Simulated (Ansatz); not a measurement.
A geometry relaxed with B3LYP-D3(BJ)/def2-TZVP (Ansatz, an electronic-structure program), charge 0, multiplicity 1:

```xyz
6

O      0.2372     1.1505    -0.0776
C     -0.6243    -0.1043     0.0272
O      1.9097    -0.5050    -0.0335
H     -1.2021    -0.3048    -0.8669
H     -1.1403    -0.1933     0.9756
C      0.8198    -0.0430    -0.0249
```

Write the SMILES of this molecule.

`O=C1CO1`
